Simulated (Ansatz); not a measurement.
Gas-phase electronic energies from Ansatz, PBE0-D4/def2-TZVP geometries. CCSD(T)/CBS adds triple-zeta CCSD(T) − MP2 to the extrapolated MP2 energy (def2 sets, frozen cores). DFT in def2-TZVPP. B3LYP here is the variant with VWN-RPA as its local correlation; programs differ in this. Each species was taken in one conformer, which may not be the lowest.

Reaction (redistribution): `O=C=N[SiH](F)Cl` + `O[SiH2]S[SiH2]Cl` → `O=C=N[SiH2]F` + `O[SiH2]S[SiH](Cl)Cl`

`O=C=N[SiH](F)Cl`:

Cartesian coordinates in Å:
```
O 0.104 2.937 -0.544
C -0.063 1.839 -0.214
N -0.274 0.719 0.157
Si -0.090 -0.956 0.202
F 0.558 -1.343 1.592
Cl 1.156 -1.576 -1.274
H -1.390 -1.621 0.082
```

`O[SiH2]S[SiH2]Cl`:

Cartesian coordinates in Å:
```
O 1.489 -0.985 0.513
Si 1.069 0.524 0.992
S -0.134 1.526 -0.475
Si -1.500 -0.055 -0.839
Cl -0.758 -1.397 -2.213
H 1.788 -1.111 -0.389
H 0.323 0.334 2.253
H 2.227 1.432 1.179
H -2.721 0.538 -1.424
H -1.783 -0.806 0.403
```

`O=C=N[SiH2]F`:

Cartesian coordinates in Å:
```
O -2.032 0.419 2.175
C -1.311 0.194 1.293
N -0.591 -0.059 0.374
Si 0.680 -0.150 -0.742
F 1.867 0.794 -0.261
H 1.182 -1.536 -0.787
H 0.205 0.338 -2.051
```

`O[SiH2]S[SiH](Cl)Cl`:

Z-matrix (Å, degrees):
```
Si
S 1 2.156
O 1 1.633 2 112.9
H 1 1.486 2 106.7 3 -123.6
H 1 1.475 2 106.1 3 116.5
Si 2 2.103 1 96.4 3 88.5
H 3 0.960 1 116.9 2 -60.0
Cl 6 2.060 2 111.2 1 -53.7
Cl 6 2.035 2 108.1 1 -173.0
H 6 1.473 2 113.6 1 66.0
```

Problem. Is it downhill or uphill in electronic energy at CCSD(T)/CBS, and by how much? (Best estimate.)

Solution. The calculation gave: Uphill: ΔE = +5.5 kJ/mol.

Problem. What do these levels give: PBE-D4, PBE0-D4, B3LYP-D4, ωB97M-V, B2PLYP, PBE0, B3LYP, MP2/def2-TZVPP, SCS-MP2/def2-TZVPP, SCS-MP2/def2-QZVPP, MP2/CBS(def2), CCSD/CBS(def2)? (An estimate is asked.)

Solution. The calculation gave: PBE-D4 4.8, PBE0-D4 6.0, B3LYP-D4 5.6, ωB97M-V 6.2, B2PLYP 6.9, PBE0 7.2, B3LYP 7.9, MP2/def2-TZVPP 4.3, SCS-MP2/def2-TZVPP 5.5, SCS-MP2/def2-QZVPP 4.7, MP2/CBS(def2) 2.6, CCSD/CBS(def2) 6.5 kJ/mol.

Largest T1 diagnostic among the species: 0.015.

In def2-TZVPP, CCSD(T) changes the Hartree–Fock value by −5.0 kJ/mol (the triples alone add −1.0 kJ/mol) and MP2 by −8.0 kJ/mol.
